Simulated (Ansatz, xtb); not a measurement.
C5H9BO2: which of two isomers lies lower

We compare X, `C=C/C(C)=C/B(O)O`, a singlet, with Y, `C=C/C=C(/C)B(O)O`, a singlet. Both are isolated molecules in the gas phase, relaxed with B3LYP/def2-SVP; the shapes shown needn't be the lowest conformers.

X (Å):

```xyz
17

C     0.5214    1.8562    2.6881
C    -0.3319    1.9154    1.6518
C    -0.5148    0.8935    0.6075
C     0.3338   -0.3503    0.6973
C    -1.4298    1.1222   -0.3734
B    -1.8508    0.2545   -1.5985
O    -1.2835   -0.9715   -1.8523
O    -2.8229    0.7961   -2.4038
H     1.1850    1.0036    2.8539
H     0.5816    2.6714    3.4138
H    -0.9676    2.8028    1.5496
H     0.1580   -0.8692    1.6553
H     1.4058   -0.0891    0.6754
H     0.1261   -1.0465   -0.1214
H    -1.9692    2.0761   -0.3008
H    -1.6169   -1.4239   -2.6364
H    -3.0833    0.2594   -3.1616
```

Y (Å):

| atom | x (Å) | y (Å) | z (Å) |
| --- | --- | --- | --- |
| C | -0.4582 | 0.2689 | -3.3921 |
| C | -0.6281 | 0.5958 | -2.0978 |
| C | -0.0760 | -0.1940 | -1.0051 |
| C | -0.1709 | 0.0218 | 0.3343 |
| C | 0.4953 | -0.9505 | 1.2840 |
| B | -0.9305 | 1.2228 | 1.0082 |
| O | -1.5794 | 2.1739 | 0.2599 |
| O | -0.9061 | 1.2625 | 2.3798 |
| H | 0.1114 | -0.6187 | -3.6882 |
| H | -0.8806 | 0.8767 | -4.1966 |
| H | -1.2009 | 1.4877 | -1.8357 |
| H | 0.4896 | -1.0786 | -1.3346 |
| H | -0.2376 | -1.4008 | 1.9755 |
| H | 1.0089 | -1.7643 | 0.7483 |
| H | 1.2330 | -0.4405 | 1.9272 |
| H | -2.0162 | 2.8687 | 0.7668 |
| H | -1.3733 | 2.0022 | 2.7854 |

Quicker runs give these differences E(Y) − E(X): GFN2-xTB +0.92 kcal/mol; HF/STO-3G +0.53 kcal/mol (at GFN2-xTB geometries); r2SCAN-D4/def2-SVP +1.32 kcal/mol (at GFN2-xTB geometries).

Estimate E(Y) − E(X) at the level CCSD(T)/def2-SVP + ΔMP2/def2-TZVPP.

Not settled: CCSD(T)/def2-SVP + ΔMP2/def2-TZVPP gives E(Y) − E(X) = +1.60 kcal/mol, but this leans on the basis-set step: CCSD(T) alone gives +0.98 kcal/mol.

Level by level:

| level | geometry | E(Y) − E(X) (kcal/mol) | departure from the last row (kcal/mol) | job, with rough time for the two |
| --- | --- | --- | --- | --- |
| GFN2-xTB | GFN2-xTB | +0.92 | −0.67 | optimisation, 0.66 s |
| HF/STO-3G | GFN2-xTB | +0.53 | −1.06 | single point, 1 s |
| r2SCAN-D4/def2-SVP | GFN2-xTB | +1.32 | −0.27 | single point, 7.2 s |
| B3LYP/def2-SVP | B3LYP/def2-SVP | +0.97 | −0.63 | optimisation, 2.2 min |
| HF/def2-SVP | B3LYP/def2-SVP | +1.32 | −0.28 | part of the CCSD(T) run |
| MP2/def2-SVP | B3LYP/def2-SVP | +1.01 | −0.58 | part of the CCSD(T) run |
| CCSD(T)/def2-SVP | B3LYP/def2-SVP | +0.98 | −0.62 | single point |
| CCSD(T)/def2-SVP + ΔMP2/def2-TZVPP | B3LYP/def2-SVP | +1.60 |  | single point, 4.1 min |

As drawn, both hold the same kinds of bond in the same numbers.

The largest departure from CCSD(T)/def2-SVP + ΔMP2/def2-TZVPP is that of HF/STO-3G, 1.06 kcal/mol. A small imaginary or near-zero mode remains, so no thermal terms are given. The last row adds to CCSD(T) the change of the MP2 difference between the two basis sets, here +0.62 kcal/mol.

The correlated steps freeze 8 core orbitals. Run with Ansatz 0.2.0, xtb 6.7.1; the last row on 2 threads of Intel(R) Xeon(R) Processor @ 2.70GHz on a shared host.
